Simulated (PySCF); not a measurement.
**Hg(45+): ionisation energy**

Hg(45+) [Ar] 3d10 4s2 4p5 [4p1/2^2 4p3/2^3, M_J = 3/2] → Hg(46+) [Ar] 3d10 4s2 4p4 [4p1/2^2 4p3/2^2, M_J = 2], as a difference of total energies. Calculation: PySCF 2.14, in an uncontracted even-tempered set (16 s from 6 bohr⁻², ratio 2.8; 14 p from 7.8 bohr⁻², ratio 2.8; 8 d from 14 bohr⁻², ratio 2.8; 4 f from 36 bohr⁻², ratio 3); the two-component X2C-1e Hamiltonian. Correlated levels: [Ne] frozen; the 78 highest virtual spinors dropped. "Screened" scales the spin-orbit matrix elements by Boettger's factors to mimic the two-electron term; Breit and QED terms are absent.

Question: Order these methods by the ionisation energy they give, lowest first.
A. GHF (spin-free)
B. GMP2 (spin-free)
C. GMP2 (screened spin-orbit)
D. GHF (screened spin-orbit)

Answer: D (2405.8 eV), C (2407.3 eV), A (2445.7 eV), B (2447.0 eV).

Breit and QED terms and the two-electron picture change are absent.

The spin-free rows relax to the high-spin LS determinant and lack the spin-orbit shift.

The labels give the starting determinants; with spin-orbit coupling the two ends relaxed to ⟨J²⟩ = 3.75, ⟨L²⟩ = 2.10, ⟨S²⟩ = 0.85 and ⟨J²⟩ = 6.00, ⟨L²⟩ = 3.33, ⟨S²⟩ = 1.46.

For comparison: 2412 ± 4 eV (theoretical estimate listed by NIST; NIST Atomic Spectra Database, ionization energies).
